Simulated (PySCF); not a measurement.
Orbital gap (eV) of eight silicon and germanium compounds: PBE beside HF, computed with PySCF for isolated molecules in the bases named; differences from unrounded values. The eight are the first of their class met in an unordered collection, after screening for sound electronic states; none was chosen by its value. Each molecule has one DFT geometry for both levels.

```
molecule                                                                    basis     HF
----------------------------------------------------------------------  ---------  -----
B(Cl)(GeH3)2 (BClGe2H6), SMILES [GeH3][B](Cl)[GeH3]                     def2-TZVP  11.00
Si(F)(NH2)3 (FH₆N₃Si), SMILES N[Si](N)(N)F                              def2-TZVP  14.01
trichloro(chlorosilyl)silane (Cl4H2Si2), SMILES Cl[SiH2][Si](Cl)(Cl)Cl  def2-TZVP  13.64
2,2-difluoro-1-silylethanone (C₂H₄F₂OSi), SMILES O=C([SiH3])C(F)F       def2-TZVP  13.42
C₂H₈FNSi₂, SMILES C=C[SiH2][Si@H](N)F                                   def2-TZVP  12.78
CH3FO3Si, SMILES [Si@@H](F)(O)OC=O                                      def2-TZVP  16.71
Si(F)(Br)(Me)(OH) (CH4BrFOSi), SMILES C[Si](F)(Br)O                     def2-TZVP  15.10
Si(H)(F)(Me)(OMe) (C2H7FOSi), SMILES CO[SiH](C)F                        def2-TZVP  16.00
```

Task: Estimate the PBE values and say how PBE differs from HF over the set. (The exact figures need the calculation; the answer reports its results.)

Result: 
| molecule | PBE | difference |
|---|---|---|
| B(Cl)(GeH3)2 (BClGe2H6), SMILES [GeH3][B](Cl)[GeH3] | 2.85 | -8.15 |
| Si(F)(NH2)3 (FH₆N₃Si), SMILES N[Si](N)(N)F | 5.50 | -8.51 |
| trichloro(chlorosilyl)silane (Cl4H2Si2), SMILES Cl[SiH2][Si](Cl)(Cl)Cl | 5.27 | -8.37 |
| 2,2-difluoro-1-silylethanone (C₂H₄F₂OSi), SMILES O=C([SiH3])C(F)F | 2.84 | -10.58 |
| C₂H₈FNSi₂, SMILES C=C[SiH2][Si@H](N)F | 4.82 | -7.96 |
| CH3FO3Si, SMILES [Si@@H](F)(O)OC=O | 5.30 | -11.42 |
| Si(F)(Br)(Me)(OH) (CH4BrFOSi), SMILES C[Si](F)(Br)O | 6.88 | -8.21 |
| Si(H)(F)(Me)(OMe) (C2H7FOSi), SMILES CO[SiH](C)F | 7.21 | -8.79 |
PBE lies below HF in 8 and above it in 0 of the eight; the mean signed difference is -9.00 and the largest -11.42 eV.
